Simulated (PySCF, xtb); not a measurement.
BH3, SMILES B. Atoms are numbered in the order given.

```xyz
4

B      0.0000     0.0000     0.0000
H     -1.1894     0.0000     0.0000
H      0.5947    -1.0300     0.0000
H      0.5947     1.0300     0.0000
```
Charge 0, spin multiplicity 1.

Geometry optimised at B3LYP-D3(BJ)/def2-TZVPD. The isomer is the one that the SMILES or the coordinates give; other isomers of the formula were not compared.

The numbers are results of PySCF with IEF-PCM-PBE0/def2-TZVPD, not measurements.

The values are the electrostatic part of the solvation free energy, E(continuum) − E(gas) at the gas-phase geometry, in a cavity of scaled van der Waals radii (PySCF's table); cavitation and dispersion terms are not included. In vacuum the orbital gap is 7.98 eV. The dipole moment in vacuum is 0.00 D.

Question: Estimate the values in water (ε = 78.36), acetone (ε = 20.49), cyclohexanone (ε = 15.62). (An estimate is asked for; the answer gives what the named calculation found.)

Answer: 
```tsv
solvent	ε	ΔG(elec) (kcal/mol)	dipole (D)	gap (eV)
water	78.36	-0.4	0.00	8.07
acetone	20.49	-0.4	0.00	8.06
cyclohexanone	15.62	-0.4	0.00	8.06
```

For comparison, GFN2-xTB/ALPB(water) (xtb, at the GFN2-xTB geometry, all terms of that model) gives -0.8 kcal/mol.
